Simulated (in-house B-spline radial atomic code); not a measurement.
## RPA and G0W0 on PBE: neutral rubidium

Configuration [Kr] 5s1, highest spin, mean-field start PBE. Computed with an all-electron radial atomic-structure program (B-spline basis): all electrons, scalar-relativistic (spin-free one-electron X2C), finite nucleus, each spin shell either full or empty, empty states to l = 9 with an (l + 1/2)⁻⁴ tail; G0W0 by contour deformation at full frequency.

RPA overbinds a lone outer s electron by self-correlation, and G0W0 tends to as well.

Command:
```bash
python run_gw.py task.json out
```
Settings (radii: box in bohr, nucleus in fm):
```
Z                        37
electrons                37
configuration            [Kr] 5s1
hamiltonian              x2c
method                   pbe,pbe
lmax                     9
rms_radius               4.2036
spin_polarised           True
box_radius               40
intervals                73
ion_configuration        [Ar] 3d10 4s2 4p6
```

Run time, properties included: 13 s on 1 thread of Arm Neoverse N1, on a shared host.

Energies (hartree):

```tsv
term	value
mean-field total	-2980.66110
Hartree-Fock functional on these orbitals	-2979.12595
direct second order	-3.128
second-order exchange	0.90773
SOSEX correction	0.82987
```

**Question.** What is the RPA correlation energy, and what remains with SOSEX?

**Answer.** RPA gives -2.7023 hartree (-1.99 eV per electron); RPA + SOSEX gives -1.8725, and the second-order doubles -2.2202 hartree (no singles). RPA lacks exchange-type terms and so overcorrelates at short range.

Quasi-particle levels (eV):

| level | occupied | mean field | Σx - vxc | Σc | QP weight | G0W0 |
| --- | --- | --- | --- | --- | --- | --- |
| 5s up | yes | -2.436 | -1.36 | ? | ? | ? |
| 5s down | no | -1.576 | 2.83 | -1.78 | 0.714 | -0.529 |

G0W0 = mean field + (Σx - vxc) + Σc, with Σc (partial-wave tail included) taken at the quasi-particle energy. Only the outer levels were computed. Levels of low weight are left out.

**Question.** Where does G0W0 put 5s up?

**Answer.** At -4.243 eV, with Σc = -0.45 eV and a quasi-particle weight of 0.602. The tabulated removal energy is 4.177 eV (NIST, measured); the calculation leaves out spin-orbit coupling, Breit and QED terms, and what these don't explain is the method's own error.

**Question.** What does it cost to remove one electron (to [Ar] 3d10 4s2 4p6) by differences of total energies, each species on its own start (correlation terms add to the Hartree-Fock functional)?

**Answer.** PBE 4.289 eV, Hartree-Fock functional 3.764 eV, + RPA 4.604 eV, + RPA + SOSEX 4.125 eV, + second order 4.450 eV. Tabulated: 4.177 eV (NIST, measured); the calculation leaves out spin-orbit coupling, Breit and QED terms, and what these don't explain is the method's own error.
